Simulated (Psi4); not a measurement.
C₄H₁₀Be, charge -1, sextet, geometry from GFN2-xTB of the parent state (such geometries of metal compounds can be far from the true shape) (a state made from the parent by changing its charge; the spin is typed, not shown lowest) (a gas-phase anion, which may not be bound at this level); PBE0/STO-3G in Psi4 1.11.

Input for Psi4:
```
memory 2 GB

molecule {
-1 6
Be    0.88495218    0.42830483   -0.38015508
C     1.39662151   -0.60768527    1.05205713
C     0.95147789   -1.93514229    0.46554251
H     0.82845398   -0.44311119    1.98329159
H     2.44841924   -0.71955583    1.38032029
H     1.51302885   -2.15105337   -0.45002473
H    -0.10018075   -1.88438454    0.18991389
H     1.07323820   -2.81030499    1.13446827
C    -0.98415472    0.55670125   -0.46277029
C    -1.58167665    1.89074909   -0.90050341
H    -1.39939613    0.33177120    0.53383697
H    -1.41619321   -0.22157419   -1.12140351
H    -1.25836344    2.14055156   -1.91569281
H    -1.23494686    2.69569103   -0.24647054
H    -2.68747680    1.92101417   -0.89357480
}

set {
  basis sto-3g
  reference uks
}

energy('pbe0')
print_variables()
```

### Question
What does Psi4 print? Leave out banner, timings and long lists.

### Answer

```
   => Loading Basis Set <=

    Name: STO-3G
    Role: ORBITAL
    Keyword: BASIS

         ---------------------------------------------------------
                                   SCF
               by Justin Turney, Rob Parrish, Andy Simmonett
                          and Daniel G. A. Smith
                              UKS Reference
         ---------------------------------------------------------

  ==> Geometry <==

    Molecular point group: c1
    Full point group: C1

    Geometry (in Angstrom), charge = -1, multiplicity = 6:

       Center              X                  Y                   Z               Mass
    ------------   -----------------  -----------------  -----------------  -----------------
         BE           0.838571887409     0.404969897613    -0.365625467431     9.012183065000
         C            1.350241217409    -0.631020202387     1.066586742569    12.000000000000
         C            0.905097597409    -1.958477222387     0.480072122569    12.000000000000
         H            0.782073687409    -0.466446122387     1.997821202569     1.007825032230
         H            2.402038947409    -0.742890762387     1.394849902569     1.007825032230
         H            1.466648557409    -2.174388302387    -0.435495117431     1.007825032230
         H           -0.146561042591    -1.907719472387     0.204443502569     1.007825032230
         H            1.026857907409    -2.833639922387     1.148997882569     1.007825032230
         C           -1.030535012591     0.533366317613    -0.448240677431    12.000000000000
         C           -1.628056942591     1.867414157613    -0.885973797431    12.000000000000
         H           -1.445776422591     0.308436267613     0.548366582569     1.007825032230
         H           -1.462573502591    -0.244909122387    -1.106873897431     1.007825032230
         H           -1.304743732591     2.117216627613    -1.901163197431     1.007825032230
         H           -1.281327152591     2.672356097613    -0.231940927431     1.007825032230
         H           -2.733857092591     1.897679237613    -0.879045187431     1.007825032230

  Running in c1 symmetry.

  Rotational constants: A =      0.41573  B =      0.06679  C =      0.06274 [cm^-1]
  Rotational constants: A =  12463.22110  B =   2002.44332  C =   1880.99048 [MHz]
  Nuclear repulsion =  142.782075957167081

  Charge       = -1
  Multiplicity = 6
  Electrons    = 39
  Nalpha       = 22
  Nbeta        = 17

  ==> Algorithm <==

  SCF Algorithm Type is DF.
  DIIS enabled.
  MOM disabled.
  Fractional occupation disabled.
  Guess Type is SAD.
  Energy threshold   = 1.00e-06
  Density threshold  = 1.00e-06
  Integral threshold = 1.00e-12

  ==> Primary Basis <==

  Basis Set: STO-3G
    Blend: STO-3G
    Number of shells: 25
    Number of basis functions: 35
    Number of Cartesian functions: 35
    Spherical Harmonics?: true
    Max angular momentum: 1

  ==> DFT Potential <==

   => LibXC <=

    Version 7.1.2
    S. Lehtola, C. Steigemann, M. J. T. Oliveira, and M. A. L. Marques,  SoftwareX 7, 1–5 (2018) (10.1016/j.softx.2017.11.002)

   => Composite Functional: PBE0 <=

    PBE0 Hyb-GGA Exchange-Correlation Functional

    C. Adamo and V. Barone,  J. Chem. Phys. 110, 6158 (1999) (10.1063/1.478522)
    M. Ernzerhof and G. E. Scuseria,  J. Chem. Phys. 110, 5029 (1999) (10.1063/1.478401)

    Deriv               =              1
    GGA                 =           TRUE
    Meta                =          FALSE

    Exchange Hybrid     =           TRUE
    MP2 Hybrid          =          FALSE

   => Exchange Functionals <=

    0.7500   Perdew, Burke & Ernzerhof

   => Exact (HF) Exchange <=

    0.2500               HF

   => Correlation Functionals <=

    1.0000   Perdew, Burke & Ernzerhof

   => LibXC Density Thresholds  <==

    XC_HYB_GGA_XC_PBEH:  1.00E-15

   => Molecular Quadrature <=

    Radial Scheme          =       TREUTLER
    Pruning Scheme         =           NONE
[...]
    Irrep   Nso     Nmo
   -------------------------
     A         35      35
   -------------------------
    Total      35      35
   -------------------------

  ==> Iterations <==

                           Total Energy        Delta E     RMS |[F,P]|

   @DF-UKS iter SAD:  -167.72057085865063   -1.67721e+02   0.00000e+00
   @DF-UKS iter   1:  -169.99370653715505   -2.27314e+00   8.01941e-03 DIIS/ADIIS
   @DF-UKS iter   2:  -170.02226405927161   -2.85575e-02   7.79115e-03 DIIS/ADIIS
   @DF-UKS iter   3:  -170.09840128371386   -7.61372e-02   1.73629e-03 DIIS/ADIIS
   @DF-UKS iter   4:  -170.10225428286682   -3.85300e-03   6.54291e-04 DIIS/ADIIS
   @DF-UKS iter   5:  -170.10300273665104   -7.48454e-04   3.01949e-04 DIIS/ADIIS
   @DF-UKS iter   6:  -170.10324339014522   -2.40653e-04   1.19599e-04 DIIS/ADIIS
   @DF-UKS iter   7:  -170.10332298086567   -7.95907e-05   5.29598e-05 DIIS
   @DF-UKS iter   8:  -170.10334812007918   -2.51392e-05   3.53927e-05 DIIS
   @DF-UKS iter   9:  -170.10335842803386   -1.03080e-05   1.37998e-05 DIIS
   @DF-UKS iter  10:  -170.10336089804497   -2.47001e-06   5.12931e-06 DIIS
   @DF-UKS iter  11:  -170.10336109796165   -1.99917e-07   1.75287e-06 DIIS
   @DF-UKS iter  12:  -170.10336110508757   -7.12592e-09   4.66118e-07 DIIS
  Energy and wave function converged.

  ==> Post-Iterations <==

   Electrons on quadrature grid:
      Nalpha   =   22.0000020795 ; deviation = 2.080e-06
      Nbeta    =   16.9999958546 ; deviation = -4.145e-06
      Ntotal   =   38.9999979342 ; deviation = -2.066e-06

   @Spin Contamination Metric:   3.288670143E-03
   @S^2 Expected:                8.750000000E+00
   @S^2 Observed:                8.753288670E+00
   @S   Expected:                2.500000000E+00
   @S   Observed:                2.500000000E+00

    Orbital Energies [Eh]
    ---------------------

    Alpha Occupied:

[...]
      22A      0.475658

    Alpha Virtual:

[...]
      35A      0.743683

    Beta Occupied:

[...]
    Beta Virtual:

[...]
    Final Occupation by Irrep:
              A
    DOCC [    17 ]
    SOCC [     5 ]
    NA   [    22 ]
    NB   [    17 ]

  @DF-UKS Final Energy:  -170.10336110508757

   => Energetics <=

    Nuclear Repulsion Energy =            142.7820759571670806
    One-Electron Energy =                -519.2289579071691605
    Two-Electron Energy =                 228.0760673309167146
    DFT Exchange-Correlation Energy =     -21.7325464860021924
    Empirical Dispersion Energy =           0.0000000000000000
    VV10 Nonlocal Energy =                  0.0000000000000000
    Total Energy =                       -170.1033611050875720

  UHF NO Occupations:
  HONO-2 :   20  A 1.0000000
  HONO-1 :   21  A 1.0000000
  HONO-0 :   22  A 1.0000000
  LUNO+0 :   23  A 0.0004432
  LUNO+1 :   24  A 0.0003388
  LUNO+2 :   25  A 0.0003124
  LUNO+3 :   26  A 0.0002206

Computation Completed

Properties will be evaluated at   0.000000,   0.000000,   0.000000 [a0]

Properties computed using the SCF density matrix

 Multipole Moments:

 ------------------------------------------------------------------------------------
     Multipole            Electronic (a.u.)      Nuclear  (a.u.)        Total (a.u.)
 ------------------------------------------------------------------------------------

 L = 1.  Multiply by 2.5417464519 to convert [e a0] to [Debye]
 Dipole X            :          1.7574074           -3.3305500           -1.5731426
 Dipole Y            :          0.6457914           -1.6756723           -1.0298809
 Dipole Z            :         -0.2675587            1.0433654            0.7758068
 Magnitude           :                                                    2.0340375

 ------------------------------------------------------------------------------------

  Variable Map:
  ----------------------------------------------------------------------------
[...]
  Array Variable Map:
  ----------------------------------------------------------------------------
[...]
[...]
```
